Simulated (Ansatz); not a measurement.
Ansatz (an electronic-structure program) input (CCSD(T)/def2-QZVPP):
A basis named .json is the Basis Set Exchange file of that set.

Ansatz 0.2 input:
```yaml
crystal:
  periodic: [false, false, false]
  atoms:
    - {symbol: Cs, position_ang: [-0.00000000, -0.00000000, -2.00479487]}
    - {symbol: I, position_ang: [0.00000000, 0.00000000, 2.08044750]}
basis:
  gaussian:
    orbitals: def2-QZVPP.json
total_charge: 1
magnetization: {spin_polarized: true, initial_magnetization: 1}
correlation: {method: ccsd_t, electrons: outside_noble_gas}
```

Output:

```
Functional definition: HF
integrals: 0.51 GiB planned
894 factors; integrals over basis functions are off by at most 5.7e-4 eV
mean field: 0.43 GiB planned
mean field evaluation 1: about -8608.7079 eV, gradient 1.2e1 eV
mean field evaluation 2: about -8608.7109 eV, gradient 1.2e1 eV
mean field evaluation 4: about -8609.4531 eV, gradient 9.4e-1 eV
mean field evaluation 8: about -8609.4628 eV, gradient 5.6e-5 eV
mean field evaluation 16: about -8609.4515 eV, gradient 9.4e-1 eV
mean field evaluation 32: about -8609.2464 eV, gradient 4.3e-2 eV
mean field evaluation 64: about -8609.4255 eV, gradient 2.0e0 eV
mean field evaluation 96: about -8609.4334 eV, gradient 1.7e0 eV
mean field evaluation 128: about -8609.4628 eV, gradient 3.7e-3 eV
mean field -8609.46283554 eV, -316.3919235026 hartree, gradient 1.9e-6 eV, S^2 0.761298; 9 other end points of the search recorded, 0 dependent functions left out
determinant -8609.46283554 eV, -316.3919235026 hartree, with singles and doubles -8613.53681845 eV, -316.5416396130 hartree
determinant -8609.24638295 eV, -316.3839690167 hartree, with singles and doubles -8613.33350796 eV, -316.5341680905 hartree
determinant -8609.46283554 eV, -316.3919235026 hartree, with singles and doubles -8613.49587646 eV, -316.5401350226 hartree
determinant -8609.24638295 eV, -316.3839690167 hartree, with singles and doubles -8613.29299454 eV, -316.5326792497 hartree
13 core orbitals not correlated, not the lowest: weight in the atoms' cores, before any rotation towards them, 0.994 or more for the frozen orbitals, at most 0.005 for the correlated occupied ones
reference -8609.46283554 eV, -316.3919235026 hartree; 4, 3 occupied and 127, 128 virtual orbitals, 894 factors
second order -3.54336414 eV of doubles, -0.00000000 eV of singles
coupled cluster: 1.05 GiB planned
cycle   1  -4.03303962 eV  change    1.3e-6 eV  update   2.3e-6
perturbative correction -0.14902234 eV, -0.0054764699 hartree
Total energy: -8613.64489750 eV, -316.5456114448 hartree
```
